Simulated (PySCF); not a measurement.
SMILES COC[SiH2]C#N (GFN2-xTB optimised geometry):

```
13

C      2.194    -1.618     0.003
O      1.636    -0.331     0.000
C      0.222    -0.331     0.000
Si    -0.260     1.514     0.000
C     -2.131     1.560     0.066
N     -3.275     1.600     0.108
H      1.888    -2.180     0.894
H      1.893    -2.182    -0.889
H      3.275    -1.493     0.006
H     -0.160    -0.865     0.883
H     -0.160    -0.865    -0.883
H      0.231     2.182     1.204
H      0.142     2.162    -1.248
```

Level of theory: PBE0/def2-TZVP (PySCF).

Problem. What are the frontier orbital energies and the dipole moment?

Solution. HOMO-2 -9.72 eV, HOMO-1 -9.09 eV, HOMO -8.03 eV, LUMO -0.50 eV, LUMO+1 -0.22 eV; dipole moment 3.89 D.

Meta-Löwdin charges at PBE0/def2-TZVP: C1 -0.13, O2 -0.39, C3 -0.23, Si4 0.65, C5 -0.15, N6 -0.17, H7 0.10, H8 0.10, H9 0.13, H10 0.11, H11 0.11, H12 -0.07, H13 -0.07.
